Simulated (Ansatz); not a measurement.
`[SiH3]O/C=C\Br` and `CC/C=C\Br` differ in one atom or group.

Ansatz, PBE0-D4/def2-TZVP geometries, multiplicity 1. Each molecule was computed in one conformer, which needn't be the lowest.

Scalar relativity is left out up to krypton.

| property | `[SiH3]O/C=C\Br` |
| --- | --- |
| LUMO energy (ωB97M-V/def2-TZVPP) / eV | 1.58 |
| size of the dipole moment (B3LYP/def2-TZVPP) / D | 2.41 |
| HOMO–LUMO gap (ωB97M-V/def2-TZVPP) / eV | 10.50 |
| HOMO–LUMO gap (PBE/def2-TZVPP) / eV | 4.54 |
| HOMO energy (B3LYP/def2-TZVPP) / eV | -6.54 |
| HOMO–LUMO gap (PBE0/def2-TZVPP) / eV | 6.59 |

(1) What does the change do to each property? (Best estimate.)

Results:

(1) Computed: 
```tsv
property	`CC/C=C\Br`	shift
LUMO energy (ωB97M-V/def2-TZVPP) / eV	2.02	0.44
size of the dipole moment (B3LYP/def2-TZVPP) / D	1.68	-0.73
HOMO–LUMO gap (ωB97M-V/def2-TZVPP) / eV	11.27	0.77
HOMO–LUMO gap (PBE/def2-TZVPP) / eV	4.96	0.42
HOMO energy (B3LYP/def2-TZVPP) / eV	-6.86	-0.32
HOMO–LUMO gap (PBE0/def2-TZVPP) / eV	7.06	0.47
```

With PBE0 the HOMO falls by 0.34 eV and the LUMO rises by 0.13 eV, so the gap widens by about 0.47 eV. PBE moves the HOMO by -0.35 eV and ωB97M-V by -0.33 eV. Dipoles are sizes alone; their direction can turn.

B3LYP here is the variant with VWN-RPA as its local correlation; programs differ in this.

Spin–orbit coupling is left out; it splits and shifts lone-pair levels of the heavy atoms by tenths of an eV.
